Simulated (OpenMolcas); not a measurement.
## What dynamic correlation does to the levels of Pr2+

* Program: OpenMolcas
* Basis: ANO-RCC-VQZP [9s8p6d4f3g2h]
* Scalar Hamiltonian: DKH2, point nucleus
* Active space: 3 electrons in 7 orbitals (4f)
* State averaging: 2S+1 = 4 odd, 35 roots; 2S+1 = 2 odd, 112 roots (105 in the spin-orbit step)
* Spin-orbit coupling: RASSI with atomic mean-field integrals over the reference wave functions, term energies averaged over their components

Methods on the same reference wave functions:
A. CASSCF
B. SS-CASPT2, IPEA 0.25 Eh, imaginary shift 0.1 Eh (closed shells correlated: 5s 5p)
C. MS-CASPT2, IPEA 0.25 Eh, imaginary shift 0.1 Eh (closed shells correlated: 5s 5p)

Energies in cm-1 above 4f3 4I* 9/2, the measured ground level; measured values from Martin, Zalubas and Hagan, Atomic Energy Levels: The Rare-Earth Elements, NSRDS-NBS 60 (1978); the list in Maison, Palmeri and Quinet, J. Phys. B 58, 015001 (2025).

```tsv
Level	A	B	C	Measured
4f3 4I* 9/2	0.0	0.0	0.0	0.0
4f3 4I* 11/2	1471	1531	1531	1398
4f3 4I* 13/2	3083	3170	3170	2893
4f3 4I* 15/2	4803	4870	4870	4454
4f3 4F* 3/2	13512	11420	11420	9371
4f3 2H* 9/2(1)	13575	9990	9990	10033
4f3 4F* 5/2	14296	12270	12260	10138
4f3 4S* 3/2	15018	12800	12830	10950
4f3 4F* 7/2	15073	12890	12880	10859
4f3 4F* 9/2 [75 %]	15931	13610	13600	11762
4f3 2H* 11/2(1)	16023	12360	12360	12495
4f3 2G* 7/2(1)	18602	15010	15010	
4f3 2K* 13/2	20424	17140	17140	16089
4f3 4G* 5/2	20539	17630	17630	14187
4f3 2G* 9/2(1) [66 %]	20682	17220	17220	
4f3 4G* 7/2	21645	18720	18720	15443
4f3 2K* 15/2	22075	18790	18790	17642
4f3 4G* 9/2	22830	19900	19900	15705
4f3 4G* 11/2	23955	21050	21050	17410
4f3 2P* 1/2	25335	20680	20680	18694
4f3 2D* 5/2(1)	25548	21060	21060	19046
4f3 2I* 11/2	32140	27270	27270	24358
4f3 2L* 15/2	32769	28430	28430	
4f3 2I* 13/2	33026	28240	28240	25392
```

Deviations, from unrounded energies. A percentage is the sum of absolute deviations over the sum of measured energies, with the sign that they share, or ± where signs differ.

```csv
Against measurement,Levels,A,B,C
mean absolute deviation (cm-1),20,4600,1900,1900
fine structure of the ground term (%),3,+7.0,+9.4,+9.4
other terms of the ground configuration (%),17,+35.2,±14.1,±14.1
```

B, C lie about equally close to measurement and A furthest from it. The largest miss of B in the table is 4f3 4G* 9/2, by +4200 cm-1. The ranking rests on the paired levels alone, and a cruder setting can come out closer through cancelling errors.

Between B and C the level of the table that moves most is 4f3 4S* 3/2, by 34 cm-1 (lowest in B, highest in C). Moves below CASPT2's spread within the term are not significant.

The two smallest mean deviations differ by little beside CASPT2's spread within terms, so their order carries little weight.

From A to B the spin-free energies of the other terms of 4f3 shown, above 4I*, scale by factors of 0.69 to 0.85.

The lowest spin-free term lies below A's lowest term by 0.328 hartree in B, 0.328 hartree in C.

CASPT2 does not keep the components of a term degenerate, so their means are used; among the terms shown or strongly mixed into the levels shown the widest spread is 1600 cm-1 (4f3 2L*, B). High states are left out of the spin-orbit mixing, which shifts the levels that they would mix with. Some levels mix across a computed gap that differs much from the measured one, so their mixing is not that of the real levels. Without dynamic correlation excited terms often stand tens of per cent too high (terms of higher spin than the ground term too low), and those without a measured partner can miss by more than the paired ones (holds for A). The CASPT2 spread within a term exceeds the gap to the next term for 4f3 4S* and 4f3 4F*, 4f3 2I* and 4f3 2L*, so the order of their levels is uncertain, and so are names and mixing where such terms share a J (holds for B; C). Some terms miss by over 15 % even with CASPT2, which points to a basis or an active space too small for the shells correlated (holds for B; C). Blocks of more than 70 roots (2S+1 = 2 odd) ran without multistate coupling (holds for C). Measured partners are found by configuration, term and J. A level has none where our copy of the source lacks it or the pairing is in doubt (some pairs that miss far off the trend of their configuration count as doubtful), and it then counts in no deviation. Only configurations of the active space appear. The table leaves out levels that lie high or whose names do not pair safely across all columns.

A share in square brackets marks a mixed level and gives the weight of the term that names it, the lowest over the columns. A number in round brackets counts repeated terms of one configuration in the order of the reference energies. * marks odd parity.
